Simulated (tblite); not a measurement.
Species: C8H12P2.
Geometry (GFN2-xTB, Å), atoms numbered from 1 in this order:
```
atom  x, y, z in Å
C1    -2.570   -1.082    0.438
P2    -1.511    0.423    0.641
C3    -1.919    1.262   -0.952
C4     0.138   -0.207    0.165
C5     0.467   -1.400   -0.453
C6     1.792   -1.666   -0.763
C7     2.783   -0.748   -0.459
C8     2.464    0.441    0.178
C9     1.145    0.699    0.508
P10    0.522    2.205    1.323
H11   -2.267   -1.832    1.167
H12   -2.508   -1.495   -0.567
H13   -3.602   -0.800    0.642
H14   -2.957    1.590   -0.916
H15   -1.775    0.585   -1.793
H16   -1.276    2.133   -1.065
H17   -0.296   -2.123   -0.702
H18    2.051   -2.594   -1.251
H19    3.811   -0.961   -0.714
H20    3.237    1.157    0.420
H21    1.785    2.772    1.548
H22    0.476    1.661    2.604
```

Computed values, GFN2-xTB/tblite, gas phase, harmonic and unscaled. Errors from tens to a few hundred cm⁻¹ against measured bands are possible. Modes of hydrogen on phosphorus can be 10 to 20 % off. One conformer, not necessarily the lowest.

Harmonic wavenumbers (cm⁻¹): 71.5, 92.3, 138.0, 156.0, 175.2, 191.1, 224.9, 243.4, 280.5, 287.9, 340.3, 371.3, 387.9, 452.1, 470.5, 650.9, 662.7, 701.8, 715.0, 738.1, 753.1, 810.1, 827.3, 840.6, 855.5, 874.6, 883.6, 907.6, 923.2, 927.1, 1007.8, 1086.7, 1119.4, 1144.8, 1160.7, 1187.2, 1238.6, 1306.0, 1316.8, 1321.9, 1420.1, 1426.0, 1432.5, 1439.3, 1447.5, 1454.6, 1572.8, 1575.3, 2244.0, 2302.4, 2983.6, 2993.5, 3003.3, 3006.3, 3009.2, 3013.3, 3060.8, 3070.4, 3080.1, 3087.3.

A = 1324, B = 906.9, C = 609.7 MHz; mass 170.041 u (most abundant isotopes); point group C1, symmetry number 1.

**Question.** What is the zero-point energy?

**Answer.** Half the sum of the wavenumbers: 37233 cm⁻¹ = 106.45 kcal/mol.

**Question.** Entropy at 350 K, 1 bar (ideal gas, RRHO, classical rotation)?

**Answer.** Translation 42.12, rotation 30.94, vibration 39.78: S = 112.8 cal/(mol K).

**Question.** And Cp and H(350 K) − H(0)?

**Answer.** Cp = 52.81 cal/(mol K), of which vibrations give 44.86 (their classical limit is 60 R = 119.2); H(350 K) − H(0) = 10.53 kcal/mol without the zero-point energy, 7.75 from vibrations.

**Question.** Blend soft modes into free rotors: weight 1/[1 + (100 cm⁻¹/ν̃)⁴] for the oscillator and the rest for a rotor with moment μB/(μ + B), μ = h/(8π²ν), B = 10⁻⁴⁴ kg m². What vibrational entropy results?

**Answer.** 38.29 cal/(mol K) in place of 39.78, which changes −T·S at 350 K by +0.52 kcal/mol.

**Question.** What must be added to the electronic energy to get the Gibbs energy at 350 K and 1 bar?

**Answer.** ZPE + [H(350 K) − H(0)] − T·S = 106.45 + 10.53 − 39.50 = 77.48 kcal/mol.

**Question.** How do the functions run with temperature in this model?

**Answer.** 
| T (K) | S (cal/(mol K)) | Cp (cal/(mol K)) | H − H(0) (kcal/mol) | G − H(0) (kcal/mol) | ln q(vib) |
| --- | --- | --- | --- | --- | --- |
| 150 | 80.3 | 27.3 | 2.50 | -9.55 | 2.66 |
| 250 | 97.3 | 40.2 | 5.87 | -18.45 | 5.71 |
| 298.15 | 104.9 | 46.4 | 7.96 | -23.32 | 7.23 |
| 400 | 120.3 | 58.5 | 13.32 | -34.79 | 10.47 |
| 600 | 147.7 | 76.6 | 26.96 | -61.65 | 16.78 |
| 900 | 182.2 | 93.5 | 52.70 | -111.32 | 25.70 |

q(vib) and H(0) count from the zero-point level.

**Question.** Which modes carry the vibrational entropy at 350 K?

**Answer.** 71.5 cm⁻¹: 4.43; 92.3 cm⁻¹: 3.92; 138.0 cm⁻¹: 3.14; 156.0 cm⁻¹: 2.90; 175.2 cm⁻¹: 2.68; 191.1 cm⁻¹: 2.52 cal/(mol K); the other 54 give 20.19 together.

Hindered rotation and anharmonicity are outside this model. Other conformers, if any are populated, would add a mixing term that is left out. The structure is chiral; the term R ln 2 for an equal mix with its mirror image is left out.

The run took 1.3 s on one thread, Arm Neoverse V1 (aarch64), shared host with 32 logical CPUs at a one-minute load of 19. The figure is for the frequency step alone.
